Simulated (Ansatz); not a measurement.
CH$_{2}$AsN (`C1=N[AsH]1`), 5 atoms. The species carries charge 0 and has multiplicity 1. Correlated methods include outer-core shells of As, which these sets cover unevenly. Scalar relativity is left out up to krypton. All runs use 2 threads of an Intel Xeon on a shared host. Correlated methods freeze the cores. Open-shell runs search over several starts.

(1) How many basis functions does each run have, and how long does it take in Ansatz? RKS ωB97M-V/def2-QZVPP energy; UKS B2PLYP (frozen core)/def2-TZVPP energy of the cation; RKS r2SCAN-D4/def2-TZVPP energy and forces; RKS ωB97M-V/def2-TZVPP energy and forces; RHF-MP2/def2-QZVPP energy; RHF-CCSD(T)/def2-TZVPP energy; UHF-MP2/def2-QZVPP energy of the cation; RKS ωB97M-V/def2-SVP energy; RHF-CCSD(T)/def2-SVP energy; UKS PBE0-D4/def2-TZVPP energy of the cation; UKS B3LYP-D4/def2-TZVPP energy of the cation; RKS PBE0-D4/def2-TZVP relaxation (7 steps). (Best estimate.)

## Answers

(1) Computed: Other jobs shared the machine, so times are rough.

```json
{"level": "RHF-CCSD(T)/def2-SVP", "job": "energy", "functions": "70", "wall time": "1.4 s", "peak host memory (GiB)": "0.2"}
{"level": "RKS r2SCAN-D4/def2-TZVPP", "job": "energy and forces", "functions": "138", "wall time": "2 s", "peak host memory (GiB)": "0.17"}
{"level": "RKS ωB97M-V/def2-SVP", "job": "energy", "functions": "70", "wall time": "2.3 s", "peak host memory (GiB)": "0.2"}
{"level": "UKS B3LYP-D4/def2-TZVPP", "job": "energy of the cation", "functions": "138", "wall time": "3.6 s", "peak host memory (GiB)": "0.32"}
{"level": "UKS PBE0-D4/def2-TZVPP", "job": "energy of the cation", "functions": "138", "wall time": "3.7 s", "peak host memory (GiB)": "0.33"}
{"level": "RKS ωB97M-V/def2-TZVPP", "job": "energy and forces", "functions": "138", "wall time": "4.2 s", "peak host memory (GiB)": "0.33"}
{"level": "RKS ωB97M-V/def2-QZVPP", "job": "energy", "functions": "263", "wall time": "7.5 s", "peak host memory (GiB)": "0.78"}
{"level": "RHF-MP2/def2-QZVPP", "job": "energy", "functions": "263", "wall time": "8.5 s", "peak host memory (GiB)": "0.79"}
{"level": "UKS B2PLYP (frozen core)/def2-TZVPP", "job": "energy of the cation", "functions": "138", "wall time": "11 s", "peak host memory (GiB)": "0.5"}
{"level": "RKS PBE0-D4/def2-TZVP", "job": "relaxation (7 steps)", "functions": "122", "wall time": "12 s", "peak host memory (GiB)": "0.23"}
{"level": "RHF-CCSD(T)/def2-TZVPP", "job": "energy", "functions": "138", "wall time": "12 s", "peak host memory (GiB)": "0.81"}
{"level": "UHF-MP2/def2-QZVPP", "job": "energy of the cation", "functions": "263", "wall time": "31 s", "peak host memory (GiB)": "0.9"}
```

B3LYP here is the variant with VWN-RPA as its local correlation; programs differ in this.
